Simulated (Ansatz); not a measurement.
Reaction (ligand exchange at the Al–O bond): `[SiH3][O][AlH][Br]` + NH₃ → `[NH2][AlH][Br]` + `O[SiH3]`

Isolated molecules relaxed with PBE0-D4/def2-TZVP in Ansatz; ΔE leaves out vibrations. CBS: MP2 limit from def2 TZ/QZ plus the TZ coupled-cluster correction, frozen cores. This one scheme is used for every species. Functionals use def2-TZVPP. B3LYP here is the variant with VWN-RPA as its local correlation; programs differ in this. HSE06 is defined as in plane-wave codes. For Br outer-core shells are correlated without core-valence functions, which leaves a few kJ/mol of doubt a bond. Scalar relativity is left out up to krypton. One conformer a species, not always the lowest.

```csv
level,ΔE (kJ/mol),difference from CCSD(T)/CBS
LDA (SPW92),54.3,-12.4
PBE-D4,59.2,-7.5
revPBE-D4,59.2,-7.5
BLYP-D4,65.3,-1.4
r2SCAN-D4,64.4,-2.3
B97M-V,67.2,0.5
PBE0-D4,62.2,-4.5
B3LYP-D4,67.4,0.7
r2SCANh-D4,64.9,-1.8
HSE06-D4,62.0,-4.7
BHLYP-D4,72.0,5.3
CAM-B3LYP-D4,67.1,0.4
ωB97X-V,64.4,-2.3
ωB97M-V,64.0,-2.7
B2PLYP,66.2,-0.5
PBE-QIDH,64.6,-2.1
PBE,57.2,-9.5
BLYP,62.1,-4.6
r2SCAN,63.6,-3.1
PBE0,60.2,-6.5
B3LYP,64.3,-2.4
r2SCANh,64.1,-2.6
r2SCAN0,64.8,-1.9
HSE06,60.0,-6.7
BHLYP,68.1,1.4
CAM-B3LYP,64.7,-2.0
LC-ωPBE,60.9,-5.8
RPA@PBE/def2-TZVPP,67.0,0.3
HF/def2-SVP,76.0,9.3
MP2/def2-SVP,69.5,2.8
CCSD/def2-SVP,70.7,4.0
CCSD(T)/def2-SVP,69.8,3.1
MP2/def2-TZVPP,67.1,0.4
SCS-MP2/def2-TZVPP,68.4,1.7
CCSD/def2-TZVPP,68.0,1.3
HF/def2-QZVPP,74.3,7.6
MP2/def2-QZVPP,67.3,0.6
SCS-MP2/def2-QZVPP,68.5,1.8
HF/CBS(def2),74.5,7.8
CCSD/CBS(def2),67.6,0.9
CCSD(T)/CBS,66.7,0
```

Largest T1 diagnostic among the species: 0.011.

In def2-TZVPP, CCSD(T) changes the Hartree–Fock value by −5.8 kJ/mol (the triples alone add −0.9 kJ/mol) and MP2 by −5.9 kJ/mol. The D4 term adds +3.2 kJ/mol with B3LYP and +2.0 kJ/mol with PBE0; it sums over pairs of atoms, weighted by their polarisabilities, and B3LYP, whose exchange is more repulsive, gets the larger term. At CCSD(T), def2-SVP lies +3.1 kJ/mol from the extrapolated value and def2-TZVPP +0.4 kJ/mol.
